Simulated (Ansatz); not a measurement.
Consider the redistribution: `O[SiH](O)[CH2][GeH3]` + `C[NH][GeH2][OH]` → `[OH][GeH2][NH][SiH](O)O` + `C[CH2][GeH3]`.

Computed with Ansatz on PBE0-D4/def2-TZVP structures; ΔE is electronic, products minus reactants. CCSD(T)/CBS adds triple-zeta CCSD(T) − MP2 to the extrapolated MP2 energy (def2 sets, frozen cores). DFT in def2-TZVPP. For Ge outer-core shells are correlated without core-valence functions, which leaves a few kJ/mol of doubt a bond. Scalar relativity is left out up to krypton. One conformer a species, not always the lowest.

```json
{"level": "PBE-D4", "ΔE (kcal/mol)": "-25.1"}
{"level": "HF/def2-TZVPP", "ΔE (kcal/mol)": "-26.7"}
{"level": "HF/def2-QZVPP", "ΔE (kcal/mol)": "-26.6"}
{"level": "CCSD/CBS(def2)", "ΔE (kcal/mol)": "-27.1"}
```

(1) What does CCSD(T)/CBS give? (Best estimate.)

Largest T1 diagnostic among the species: 0.012.

Results:

(1) The calculation gave: -27.1 kcal/mol. The listed levels differ from it by 2.0, 0.4, 0.5, 0.0 kcal/mol.

The D4 term adds −0.9 kcal/mol with B3LYP and −0.4 kcal/mol with PBE0; it sums over pairs of atoms, weighted by their polarisabilities, and B3LYP, whose exchange is more repulsive, gets the larger term. From PBE to PBE0 (25 % exact exchange), in def2-TZVPP and without D4, ΔE moves by −0.9 kcal/mol.

B3LYP here is the variant with VWN-RPA as its local correlation; programs differ in this.
